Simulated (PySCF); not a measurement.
C2H7NO2Sn (SMILES C=[CH][Sn]([NH2])([OH])[OH]), singlet, at a GFN2-xTB geometry (such geometries of metal compounds can be far from the true shape) (core potentials on Sn); DF-HF/def2-SV(P) (PySCF).

PySCF was given this input:
```python
from pyscf import gto, scf

mol = gto.Mole()
mol.atom = '''
    C     2.799168   -0.361058    0.534232
    C     1.934226    0.101693   -0.342175
    Sn   -0.192506    0.044160   -0.046744
    N    -0.709240   -0.439399    1.866848
    O    -1.131086   -1.241646   -1.217632
    O    -1.062473    1.720338   -0.594608
    H     2.495505   -0.802730    1.468594
    H     3.863211   -0.312518    0.349312
    H     2.246612    0.546743   -1.275148
    H    -0.535053    0.333900    2.498748
    H    -1.705275   -0.625155    1.927535
    H    -0.999070   -2.161108   -0.995180
    H    -1.627831    1.615294   -1.359040
'''
mol.basis = 'def2-sv(p)'
mol.ecp = {'Sn': 'def2-sv(p)'}
mol.charge = 0
mol.spin = 0
mol.verbose = 4
mol.max_memory = 1800
mol.build()

mf = scf.RHF(mol)
mf = mf.density_fit(auxbasis='def2-universal-jkfit')
mf.kernel()
```

**Question.** What does PySCF print? Leave out banner, timings and long lists.

**Answer.** 
```
PySCF version 2.14.0

[INPUT] verbose = 4
[INPUT] num. atoms = 13
[INPUT] num. electrons = 64
[INPUT] charge = 0
[INPUT] spin (= nelec alpha-beta = 2S) = 0
[INPUT] symmetry False subgroup None
[INPUT] Mole.unit = angstrom
[INPUT] Symbol           X                Y                Z      unit          X                Y                Z       unit  Magmom
[INPUT]  1 C      2.799168000000  -0.361058000000   0.534232000000 AA    5.289660896647  -0.682300735083   1.009552166979 Bohr   0.0
[INPUT]  2 C      1.934226000000   0.101693000000  -0.342175000000 AA    3.655157403013   0.192171918785  -0.646617036673 Bohr   0.0
[INPUT]  3 Sn    -0.192506000000   0.044160000000  -0.046744000000 AA   -0.363783617336   0.083450305661  -0.088333357967 Bohr   0.0
[INPUT]  4 N     -0.709240000000  -0.439399000000   1.866848000000 AA   -1.340269356587  -0.830343769408   3.527831436192 Bohr   0.0
[INPUT]  5 O     -1.131086000000  -1.241646000000  -1.217632000000 AA   -2.137442763330  -2.346370883662  -2.300991000506 Bohr   0.0
[INPUT]  6 O     -1.062473000000   1.720338000000  -0.594608000000 AA   -2.007782984745   3.250967661682  -1.123646271475 Bohr   0.0
[INPUT]  7 H      2.495505000000  -0.802730000000   1.468594000000 AA    4.715820992483  -1.516939851972   2.775240448180 Bohr   0.0
[INPUT]  8 H      3.863211000000  -0.312518000000   0.349312000000 AA    7.300410751407  -0.590573428997   0.660104012024 Bohr   0.0
[INPUT]  9 H      2.246612000000   0.546743000000  -1.275148000000 AA    4.245481388161   1.033194530523  -2.409680488287 Bohr   0.0
[INPUT] 10 H     -0.535053000000   0.333900000000   2.498748000000 AA   -1.011103632127   0.630979552992   4.721949374305 Bohr   0.0
[INPUT] 11 H     -1.705275000000  -0.625155000000   1.927535000000 AA   -3.222502717068  -1.181371735402   3.642513245514 Bohr   0.0
[INPUT] 12 H     -0.999070000000  -2.161108000000  -0.995180000000 AA   -1.887968679269  -4.083902245607  -1.880617644645 Bohr   0.0
[INPUT] 13 H     -1.627831000000   1.615294000000  -1.359040000000 AA   -3.076154767077   3.052463270653  -2.568213392329 Bohr   0.0

nuclear repulsion = 357.343302716432
number of shells = 54
number of NR pGTOs = 209
number of NR cGTOs = 110
basis = def2-sv(p)
ecp = {'Sn': 'def2-sv(p)'}

******** <class 'pyscf.df.df_jk.DFRHF'> ********
method = DFRHF
initial guess = minao
damping factor = 0
level_shift factor = 0
DIIS = <class 'pyscf.scf.diis.CDIIS'>
diis_start_cycle = 1
diis_space = 8
diis_damp = 0
SCF conv_tol = 1e-09
SCF conv_tol_grad = None
SCF max_cycles = 50
direct_scf = False
Set gradient conv threshold to 3.16228e-05
Initial guess from minao.
******** <class 'pyscf.df.df.DF'> ********
auxbasis = def2-universal-jkfit
init E= -473.673068091151
  HOMO = -0.622342337535148  LUMO = -0.510363568119889  gap/eV = 3.04710
cycle= 1 E= -495.881963184005  delta_E= -22.2  |g|= 2.09  |ddm|= 7.21
  HOMO = -0.171603443825354  LUMO = 0.0300499812583652  gap/eV = 5.48727
cycle= 2 E= -496.818241519746  delta_E= -0.936  |g|=  1.1  |ddm|= 4.94
  HOMO = -0.36610152876436  LUMO = 0.114135128216284  gap/eV = 13.06791
cycle= 3 E= -497.056547372069  delta_E= -0.238  |g|= 0.14  |ddm|= 1.26
  HOMO = -0.405836825582017  LUMO = 0.108044398732236  gap/eV = 13.98342
cycle= 4 E= -497.062781515919  delta_E= -0.00623  |g|= 0.0675  |ddm|= 0.231
  HOMO = -0.402697739756683  LUMO = 0.111639636182186  gap/eV = 13.99583
cycle= 5 E= -497.064070157886  delta_E= -0.00129  |g|= 0.016  |ddm|= 0.0829
  HOMO = -0.402304475927685  LUMO = 0.113274498545458  gap/eV = 14.02962
cycle= 6 E= -497.064225196957  delta_E= -0.000155  |g|= 0.00498  |ddm|= 0.0373
  HOMO = -0.40309186893812  LUMO = 0.112587148283029  gap/eV = 14.03234
cycle= 7 E= -497.064241540363  delta_E= -1.63e-05  |g|= 0.00221  |ddm|= 0.0104
  HOMO = -0.403103102129048  LUMO = 0.112591945317885  gap/eV = 14.03278
cycle= 8 E= -497.064245366472  delta_E= -3.83e-06  |g|= 0.000636  |ddm|= 0.00637
  HOMO = -0.40299105066106  LUMO = 0.112665809274196  gap/eV = 14.03174
cycle= 9 E= -497.064245665332  delta_E= -2.99e-07  |g|= 0.000237  |ddm|= 0.00161
  HOMO = -0.403030250785052  LUMO = 0.112638343749599  gap/eV = 14.03206
cycle= 10 E= -497.064245694101  delta_E= -2.88e-08  |g|= 5.12e-05  |ddm|= 0.000508
  HOMO = -0.403029108624088  LUMO = 0.112638607748284  gap/eV = 14.03203
cycle= 11 E= -497.064245696073  delta_E= -1.97e-09  |g|= 1.89e-05  |ddm|= 0.00014
  HOMO = -0.403027614055905  LUMO = 0.1126386640516  gap/eV = 14.03199
cycle= 12 E= -497.064245696246  delta_E= -1.73e-10  |g|= 7.87e-06  |ddm|= 3.44e-05
  HOMO = -0.403028400982267  LUMO = 0.11263860132555  gap/eV = 14.03201
Extra cycle  E= -497.064245696274  delta_E= -2.81e-11  |g|= 4.21e-06  |ddm|= 1.28e-05
converged SCF energy = -497.064245696274
```
